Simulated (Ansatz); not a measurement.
Here is a job for Ansatz (a program for electronic structure).
Ansatz 0.2 input:
```yaml
crystal:
  periodic: [false, false, false]
  atoms:
    - {symbol: H, position_ang: [0.00000000, 0.00000000, 0.36858300]}
    - {symbol: H, position_ang: [0.00000000, 0.00000000, -0.36858300]}
basis:
  gaussian:
    orbitals: 6-31G__.json
magnetization: {spin_polarized: false}
correlation: {method: mp2}
```
The basis file holds 6-31G** in the JSON format of the Basis Set Exchange.

What does this run give for the total energy, number of basis functions, MP2 correlation energy?


The total energy comes out as -1.1577 Eh. The number of basis functions comes out as 10 and the MP2 correlation energy is -0.0263 Eh.
